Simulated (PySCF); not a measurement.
**Electric field gradients and quadrupole coupling constants**

Sodium potassium, KNa.
SMILES with atom numbers: `[Na:1][K:2]`

Cartesian coordinates in Å at the PBE0-D3(BJ)/def2-SVP level; atoms count from 1:
```xyz
2
KNa angstrom
Na     1.813   -0.088    0.009
K     -1.763    0.000   -0.031
```

Field gradients from the PBE0/pcSseg-1 density (PySCF, non-relativistic), principal values in atomic units, ordered |Vxx| ≤ |Vyy| ≤ |Vzz|:

```tsv
atom	Vxx	Vyy	Vzz
Na1	0.0054	0.0054	-0.0107
```

Question: Find the asymmetry η = (Vxx − Vyy)/Vzz and the couplings χ = eQV/h (234.96 MHz × Q in barn × V in au), with Q(23Na) = 0.104 b.

Answer: 
```json
{"atom": "Na1", "environment": "sodium bonded to K", "nucleus": "23Na", "η": "0.00", "χzz (MHz)": "-0.263", "χxx (MHz)": "0.131", "χyy (MHz)": "0.131"}
```

The gradient is axial or nearly so (η below 0.05) at Na1. 

Question: What is Vzz at Na1 in SI units (1 au = 9.71736 × 10²¹ V/m²)?

Answer: -0.0107 au = -0.104 × 10²¹ V/m².

Question: And the gradient at the other heavy atoms, for which no coupling is worked out here?

Answer: 
```csv
atom,environment,Vzz (au),η
K2,potassium bonded to Na,-0.064,0.00
```

Geometry: PBE0-D3(BJ)/def2-SVP; no solvent, vibrations or thermal averaging. These gradients aren't converged with respect to the basis.
